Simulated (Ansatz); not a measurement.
A nudged elastic band was laid between two geometries of AlH7N2Si + CH4 (16 atoms, charge 0, multiplicity 1).

Theory: RKS BLYP-D4/STO-3G (Ansatz).

- movable images: 5
- climbing image: yes
- spring: 5.0 eV/Å²
- optimiser: quadratic models (default)
- start path: through a guess of the saddle point
- force threshold: 0.05 eV/Å
- iteration limit: 60
- end points: relaxed

First end point:

```xyz
16
Properties=species:S:1:pos:R:3
Al -1.117 0.024 0.309
Si -1.244 2.314 0.386
N 0.121 -0.889 1.200
N -2.142 -0.944 -0.719
H 2.693 0.196 -1.061
C 2.518 -0.841 -0.722
H -1.053 2.949 -0.913
H -2.534 2.798 0.866
H -0.250 2.912 1.270
H -0.003 -1.919 1.384
H 0.559 -0.485 2.069
H -2.083 -1.983 -0.841
H -2.855 -0.574 -1.391
H 3.431 -1.211 -0.223
H 2.310 -1.474 -1.602
H 1.649 -0.871 -0.011
```

Last end point:

```xyz
16
Properties=species:S:1:pos:R:3
Al 0.060 -1.129 0.012
Si -0.537 2.518 0.174
N -0.050 -1.387 1.742
N -1.376 -1.493 -0.923
H -0.422 1.055 0.166
C 1.748 -0.784 -0.842
H -0.530 3.000 -1.196
H -1.783 2.888 0.822
H 0.586 3.077 0.904
H -0.941 -1.513 2.277
H 0.708 -1.150 2.424
H -2.337 -1.624 -0.526
H -1.471 -1.324 -1.952
H 2.421 -0.177 -0.209
H 1.630 -0.241 -1.798
H 2.294 -1.718 -1.076
```

**Question.** What changes between the two ends?

**Answer.** Bonds broken: Al1–Si2, H5–C6. Bonds formed: Al1–C6, Si2–H5. AlH7N2Si + CH4 becomes CH7AlN2 + H4Si.

**Question.** Give the energies along the band, and the barrier.

**Answer.** The forces met the threshold. The highest image is number 4 of 0 to 6, 2.88 eV above the first end and 2.75 eV above the last; the last end lies 0.12 eV above the first. Neighbouring images differ by up to 2.6 eV, so the band resolves the path poorly. A vibrational analysis at the climbing image gives 2 clearly imaginary modes (1209i, 50i cm⁻¹): a point of higher order, so a lower path passes nearby. The orbitals stay closed-shell, which can raise the energy where a bond breaks towards radicals; this wasn't checked here. Limits of this set-up: minimal basis.

| image | path coordinate (Å) | energy (eV) | Al1–Si2 (Å) | H5–C6 (Å) | Al1–C6 (Å) |
| --- | --- | --- | --- | --- | --- |
| 0 | 0.00 | 0.00 | 2.30 | 1.10 | 3.88 |
| 1 | 1.64 | 0.02 | 2.29 | 1.11 | 3.46 |
| 2 | 3.28 | 0.11 | 2.30 | 1.10 | 3.39 |
| 3 | 4.93 | 0.43 | 2.30 | 1.11 | 2.97 |
| 4 | 6.57 | 2.88 | 2.49 | 1.52 | 2.14 |
| 5 | 8.24 | 0.31 | 3.38 | 2.58 | 1.93 |
| 6 | 9.90 | 0.12 | 3.70 | 3.02 | 1.92 |

**Question.** What is the geometry of the highest image?

**Answer.** 
```xyz
16
Properties=species:S:1:pos:R:3:forces:R:3
Al -0.373 -0.462 0.149 0.02 0.00 0.03
Si -0.469 2.022 0.193 -0.01 -0.01 0.00
N -0.292 -0.893 1.906 0.00 0.00 0.01
N -1.571 -1.019 -1.073 -0.02 0.05 -0.05
H 0.668 0.687 -0.423 0.00 0.00 -0.01
C 1.535 -0.495 -0.819 -0.02 -0.01 0.00
H -0.418 2.833 -1.016 0.00 0.00 0.00
H -1.845 2.135 0.677 0.00 0.01 0.00
H 0.358 2.697 1.183 0.00 0.00 0.00
H -0.026 -1.919 2.027 0.00 0.00 0.00
H 0.514 -0.394 2.393 0.00 0.00 0.00
H -2.466 -1.358 -0.612 -0.01 -0.01 0.02
H -1.239 -1.873 -1.608 0.01 -0.03 0.01
H 2.346 -0.541 -0.071 0.00 0.00 0.00
H 1.901 0.098 -1.681 0.01 0.00 0.00
H 1.378 -1.519 -1.227 0.00 0.01 0.00
```

The run took 7.2 min on 1 thread of Arm Neoverse V2 (shared host), peak memory 0.11 GiB.
